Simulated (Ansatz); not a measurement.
Si₃Ge₃⁺. Charge 1, multiplicity 2. Geometry PBE0-D4/def2-SVP, that of the neutral singlet; atoms count from 1.

```xyz
6

Si   -0.916   -1.650   -0.311
Si    0.142   -0.802    1.734
Si   -1.119    0.678    0.300
Ge    1.306   -0.463   -0.479
Ge    1.016    1.705    0.771
Ge   -0.428    0.533   -2.013
```

The structure comes from a short search, and lower isomers may exist.

Problem. Estimate the Mulliken populations from the PBE0/def2-TZVP orbitals of Ansatz.

Solution. 
```json
{"atom": "Si1", "charge (e)": "0.11", "spin (α − β)": "0.17"}
{"atom": "Si2", "charge (e)": "0.13", "spin (α − β)": "0.22"}
{"atom": "Si3", "charge (e)": "-0.01", "spin (α − β)": "0.06"}
{"atom": "Ge4", "charge (e)": "0.11", "spin (α − β)": "0.11"}
{"atom": "Ge5", "charge (e)": "0.32", "spin (α − β)": "0.19"}
{"atom": "Ge6", "charge (e)": "0.33", "spin (α − β)": "0.25"}
```
Mulliken values and Mayer orders depend strongly on the basis.

Problem. Where does the spin sit?

Solution. Summed by element: Si 0.45, Ge 0.55, of 1 unpaired in all. Largest on single atoms: Ge6 0.25, Si2 0.22, Ge5 0.19.

Problem. And the Mayer bond orders between bonded heavy atoms (over 0.3)?

Solution. Si1–Si2 0.89 (2.45 Å); Si1–Si3 0.70 (2.42 Å); Si1–Ge4 0.59 (2.53 Å); Si1–Ge6 0.46 (2.81 Å); Si2–Si3 0.71 (2.42 Å); Si2–Ge4 0.60 (2.52 Å); Si3–Ge4 0.57 (2.79 Å); Si3–Ge5 0.78 (2.42 Å); Si3–Ge6 0.78 (2.42 Å); Ge4–Ge5 0.65 (2.52 Å); Ge4–Ge6 0.65 (2.52 Å). Values over 0.3 also appear between atoms too far apart for a bond (Si1–Ge5 0.34 at 4.02 Å; Si2–Ge5 0.46 at 2.82 Å; Si2–Ge6 0.35 at 4.02 Å; Ge5–Ge6 0.35 at 3.35 Å); they arise where an orbital or an unpaired electron spreads over both atoms.
